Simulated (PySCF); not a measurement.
A structure optimised at PBE-D3(BJ)/def2-SVP, used in a PySCF frequency run:

```xyz
9

Zr    -0.2032    -0.0204     0.0000
F      0.3524     0.8351     1.6575
F      0.3524     0.8351    -1.6575
F     -0.1299    -1.9431     0.0000
O     -2.0871     0.3517     0.0000
H     -3.0221     0.5937     0.0000
O      2.2092    -0.1163     0.0000
H      2.4992     0.3975    -0.7802
H      2.4992     0.3975     0.7802
```

Task: Write its SMILES, formula and point group.

Result: [OH][Zr](<-[OH2])([F])([F])[F], F₃H₃O₂Zr, Cs

Task: What are its rotational constants (standard atomic weights)?

Result: 2.4447, 1.8086, 1.7799 GHz
